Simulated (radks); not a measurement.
Values are calculated unless marked as measured or tabulated.
Problem. The mean radii <r> (bohr) of the occupied orbitals of an atom or ion are listed with their occupations. Code: a radial shooting solver on a logarithmic mesh with Libxc functionals. Model: non-relativistic Kohn-Sham, LDA (Slater exchange, Perdew-Wang correlation), spin-unpolarised, spherical densities, point nucleus.

| orbital | occ. | <r> |
|---|---|---|
| 1s | 2 | 0.02198 |
| 2s | 2 | 0.09312 |
| 2p | 6 | 0.07884 |
| 3s | 2 | 0.2355 |
| 3p | 6 | 0.2251 |
| 3d | 10 | 0.1978 |
| 4s | 2 | 0.4748 |
| 4p | 6 | 0.4730 |

Name the element and its charge.

Solution. Z = 69, thulium, charge +33: Tm33+ in [Kr]. The 1s radius gives Z: for a bare nucleus <r> = 1.5/Z, 0.02174 bohr for Z = 69, and screening makes it slightly larger (0.02198 here). The occupations add up to 36, and the charge is Z minus that.
